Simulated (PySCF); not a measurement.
# Mg⁸⁺ (magnesium, charge +8) across methods

[He] 2s2, closed-shell 1S. Computed with PySCF 2.14 in an even-tempered Gaussian basis (17 s from 0.9 bohr⁻², ratio 2.2; 9 p from 1.5 bohr⁻², ratio 2.4; 6 d from 4.5 bohr⁻², ratio 2.4; 5 f from 6.7 bohr⁻², ratio 2.4; 5 g from 10 bohr⁻², ratio 2.4), with no relativity, point nucleus.

| method | E (hartree) | mean ε 1s (eV) | mean ε 2s (eV) | Σ⟨r²⟩ (bohr²) | ⟨S²⟩ |
| --- | --- | --- | --- | --- | --- |
| PBE | -161.9849 | -1570.1 | -308.99 | 0.8143 | 0.000 |
| PBE0 | -162.0061 | -1589.2 | -312.95 | 0.8145 | 0.000 |
| r2SCAN | -162.0291 | -1578.4 | -309.87 | 0.8156 | 0.000 |
| M06-2X | -162.1377 | -1607.0 | -317.09 | 0.8129 | 0.000 |
| UHF | -161.96596 | -1646.0 | -323.60 | 0.8167 | 0.000 |
| LDA | -161.1631 | -1563.1 | -307.96 | 0.8175 | 0.000 |
| r2SCAN0 | -162.0406 | -1595.4 | -313.53 | 0.8156 | 0.000 |
